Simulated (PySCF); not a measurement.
A PySCF script (with the pyscf-properties extension) for the NMR shieldings of `C[C@@H](F)[C@@H](CF)[SiH2]O[SiH3]`, C$_{4}$H$_{12}$F$_{2}$OSi$_{2}$, on a GFN2-xTB geometry:

```python
import basis_set_exchange as bse
import numpy as np
from pyscf import gto, dft
from pyscf.prop import nmr

atoms = """
C    -2.322491    1.701393    0.298958
C    -2.011915    0.322920   -0.257048
F    -2.003400    0.402690   -1.647001
C    -0.671118   -0.237404    0.207547
C    -0.634049   -1.742562    0.003996
F    -1.559680   -2.367574    0.816956
Si    0.799951    0.578400   -0.702384
O     2.111752   -0.177610   -0.136290
Si    3.660647   -0.511998    0.224980
H    -3.252378    2.068437   -0.129313
H    -1.524997    2.395467    0.050139
H    -2.429195    1.647534    1.378328
H    -2.826375   -0.373718   -0.015433
H    -0.594258   -0.052376    1.282957
H    -0.890478   -2.013760   -1.024211
H     0.341095   -2.158178    0.269922
H     0.748275    0.356424   -2.141623
H     0.909066    1.992370   -0.342235
H     4.240178    0.679605    0.839789
H     4.326026   -0.857114   -1.028174
H     3.574424   -1.636004    1.153318
"""
names = dict.fromkeys(["C", "F", "Si", "O", "H"], "pcSseg-1")
basis = {el: gto.basis.parse(bse.get_basis(n, elements=[el], fmt="nwchem")) for el, n in names.items()}
mol = gto.M(atom=atoms, basis=basis, charge=0, verbose=0)
mf = dft.RKS(mol, xc="PBE0")
mf.grids.level = 2
mf.grids.alignment = dft.numint.BLKSIZE   # the property module wants whole blocks of grid points
mf.conv_tol = 1e-9
mf.kernel()

calc = nmr.RKS(mf)   # GIAO
C = mf.mo_coeff
Co = C[:, mf.mo_occ > 0]
resp = mf.gen_response(singlet=True, hermi=2)
def vind(x):   # induced exchange potential for any number of trial vectors
    d = np.einsum("pi,xij,qj->xpq", C, 2 * x.reshape(-1, C.shape[1], Co.shape[1]), Co, optimize=True)
    return np.einsum("xpq,pi,qj->xij", resp(d - d.transpose(0, 2, 1)), C, Co, optimize=True).ravel()
mo1, _ = nmr.rhf.solve_mo1(calc, with_cphf=vind)
sigma = calc.kernel(mo1)
for i, s in enumerate(sigma):   # ppm
    print("%2d %-2s %9.2f" % (i, mol.atom_pure_symbol(i), np.trace(s) / 3))
```

Problem. Give the expected output.

Solution. 
```
 0 C     162.80
 1 C      95.68
 2 F     378.28
 3 C     143.50
 4 C     102.54
 5 F     420.31
 6 Si    378.85
 7 O     332.07
 8 Si    389.67
 9 H      30.01
10 H      30.15
11 H      30.76
12 H      26.41
13 H      30.11
14 H      26.63
15 H      26.65
16 H      26.66
17 H      26.32
18 H      26.54
19 H      26.57
20 H      26.55
```

These numbers come from an equivalent density-fitted implementation of the same equations, which agrees with the script to about 0.01 ppm for H and up to a few tenths of a ppm for heavy atoms, so last digits may differ.

Problem. Turn these shieldings into chemical shifts. Scale: TMS for 13C (σ = 186.93 ppm) and 29Si (σ = 349.16 ppm) and 1H (σ = 31.72 ppm); 19F (σ = 170.95 ppm) vs CFCl3; H2O for 17O (σ = 336.08 ppm) (reference shieldings calculated alike).

Solution. Averaging equivalent atoms: C 1: 91.2; C 4: 84.4; C 3: 43.4; C 0: 24.1; F 2: -207.3; F 5: -249.4; Si 6: -29.7; Si 8: -40.5; O 7: 4.0; H 17: 5.40; H 12: 5.31; H 18/19/20: 5.16; H 14: 5.08; H 15: 5.06; H 16: 5.05; H 13: 1.61; H 9/10/11: 1.41 ppm. Unscaled 19F shifts against computed CFCl3 carry errors that often reach 10 to 50 ppm. Experimental scales use liquid or dissolved standards, which lie at an offset from isolated H2O (liquid H2O: subtract about 36 ppm).

Size and cost of the density-fitted run: 227 basis functions, 52 s wall time on 1 thread of an Arm Neoverse V2, shared host; peak memory 1 GiB.
